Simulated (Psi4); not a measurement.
A dimer, H4Si ··· CS2 (SMILES [SiH4] and S=C=S); the first 5 atoms form monomer A.

```
8

Si     0.0000     0.0000     0.0000
H     -0.1838    -1.1169    -0.9540
H     -0.7346     1.1899    -0.4859
H      1.4407     0.3213     0.1120
H     -0.5224    -0.3942     1.3278
S     -1.4733     0.4368    -3.7775
C      0.0263     0.7225    -3.4941
S      1.5260     1.0082    -3.2107
```

### Question
What interaction energy does Psi4 with SAPT0/jun-cc-pVDZ, frozen core give, and which attractive term is the largest?

### Answer
Total -0.11 kcal/mol: electrostatics -1.67, exchange 4.83, induction -0.48, dispersion -2.79. The most attractive term is dispersion.
